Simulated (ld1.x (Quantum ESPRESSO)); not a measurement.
# Varying the TM potential for Ga (Z = 31)

Base potential:

* Element: gallium
* Generator: ld1.x (Quantum ESPRESSO) 7.5
* Type: norm-conserving Troullier–Martins (Kleinman–Bylander form)
* Functional: PBEsol
* Relativity: scalar-relativistic
* Frozen core: [Ar]
* Valence charge: 13
* Reference configuration: 3d10 4s1 4p2
* Partial waves: 4p (bound): rc 2.15 bohr; 3d (bound): rc 1.30 bohr; 4s (bound): rc 1.45 bohr
* Local potential: the s channel
* Core correction: Bessel-smoothed model core inside 0.90 bohr

Cutoffs, loose and tight: the cutoffs (Ry, on a coarse ladder) from which the occupation-weighted sum of valence levels, in a spherical-Bessel basis at the reference potential, stays within 10 and 1 mRy of its value at 400 Ry. They do not see the model core or the augmentation charge, which bear on the density cutoff. Test errors are all-electron minus pseudo excitation energies from the reference, over the configurations 3d10 4s2 4p1; 3d10 4s2 4p0; 3d10 4s1 4p0; 3d10 4s1 4p1; 3d10 4s0 4p3; 3d9 4s0 4p0; 3d10 4s0 4p0. A dash means not determined; rows that change the core or the reference have their own tests.

A true bound ghost makes a file unfit for plane-wave use even where its test errors are small: the radial tests pick states by their node count and pass the ghost by.

```tsv
change	outcome	cutoff, loose	cutoff, tight	bound ghosts	largest test error (meV)
base	generated	180 Ry	300 Ry	none	-534
wave 4p (bound): rc 2.15 bohr becomes 4p (bound): rc 1.44 bohr	generated	180 Ry	300 Ry	p	-636
wave 4p (bound): rc 2.15 bohr becomes 4p (bound): rc 1.64 bohr	generated	180 Ry	300 Ry	p	-575
wave 4p (bound): rc 2.15 bohr becomes 4p (bound): rc 1.92 bohr	generated	180 Ry	300 Ry	none	-536
wave 4p (bound): rc 2.15 bohr becomes 4p (bound): rc 2.26 bohr	generated	180 Ry	300 Ry	none	-542
wave 4p (bound): rc 2.15 bohr becomes 4p (bound): rc 2.38 bohr	generated	180 Ry	300 Ry	none	-555
wave 4p (bound): rc 2.15 bohr becomes 4p (bound): rc 2.64 bohr	generated	180 Ry	300 Ry	none	-595
wave 4p (bound): rc 2.15 bohr becomes 4p (bound): rc 2.90 bohr	generated	180 Ry	300 Ry	p	-649
wave 4p (bound): rc 2.15 bohr becomes 4p (bound): rc 3.24 bohr	generated	180 Ry	300 Ry	p	-707
```

Reading the sweep of the p radius (base included, trends over the rows without a ghost): The loose cutoff stays near 180 Ry. The median size of the test errors (rows with all tests solved) is not monotonic: lowest 1.5 meV at 2.38 bohr, highest 2.7 meV at 2.15 bohr. Bound ghosts are found at 1.44, 1.64, 2.9, 3.24 bohr.
